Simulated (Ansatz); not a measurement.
Rb3H2⁺ (the lowest singlet isomer of a short search). The state is a singlet with charge 1. Geometry r2SCAN-D4/def2-TZVP, basis def2-TZVP, Ansatz.

```xyz
5

Rb    4.736    1.463    1.280
Rb   -0.241    0.388    0.299
Rb   -4.425   -1.955   -1.677
H    -2.394   -0.823   -0.721
H     2.323    0.928    0.820
```

```
run  HOMO (eV)  LUMO (eV)
  A      -7.33      -3.24
  B      -7.37      -2.72
  C      -9.85      -2.05
  D      -6.40      -2.95
  E      -6.94      -3.55
  F      -9.73      -1.96
```

In the def2 sets Rb takes a core potential; there is no spin–orbit coupling. LC-ωPBE has ω = 0.4 bohr⁻¹. HSE06 is defined as in plane-wave codes, on full-range PBE exchange. The structure comes from a short search, and lower isomers may exist.

Task: The runs used HF, HSE06, LC-ωPBE, PBE0, r2SCAN, r2SCAN0. Estimate which is which.

Result: A PBE0 (25 % exact exchange); B r2SCAN0 (25 % exact exchange); C LC-ωPBE (range-separated); D r2SCAN (0 % exact exchange); E HSE06 (range-separated); F HF (100 % exact exchange). Exact exchange lowers occupied and raises empty levels; among semilocal functionals meta-GGAs tend to open the gap a little, and such runs are hard to tell apart. The gap grows from 3.39 eV (HSE06) to 7.80 eV (LC-ωPBE).
